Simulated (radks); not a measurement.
Exchange energies: the exact (Fock) value of the Kohn-Sham orbitals and density-functional approximations, as 100 (|E| - |E exact|)/|E exact|, negative where the magnitude is too small. Species: Ge14+ [Ar]; B4+ 1s1; O4+ [He] 2s2. All-electron calculation, non-relativistic Kohn-Sham, PBE, spin-polarised, spherical densities, point nucleus. Program: a radial shooting solver on a logarithmic mesh with Libxc functionals. Every spin shell is full or empty, so the densities are truly spherical. Functionals are evaluated on that one density, not self-consistently.

| functional | Ge14+ | B4+ | O4+ |
|---|---|---|---|
| exact (hartree) | -63.1497 | -1.55628 | -5.94578 |
| LDA | -6.84 | -14.19 | -12.69 |
| PW86 | +0.29 | -0.26 | +0.75 |
| OPTX | +0.47 | -0.54 | 0.00 |
| B86b | +0.09 | -1.06 | -0.07 |
| SCAN | +0.30 | +0.04 | -0.36 |
| Tao-Mo | -0.36 | +0.06 | +0.68 |
| TASK | -2.76 | +0.04 | -2.97 |
| MVS | -0.16 | +0.05 | -0.63 |
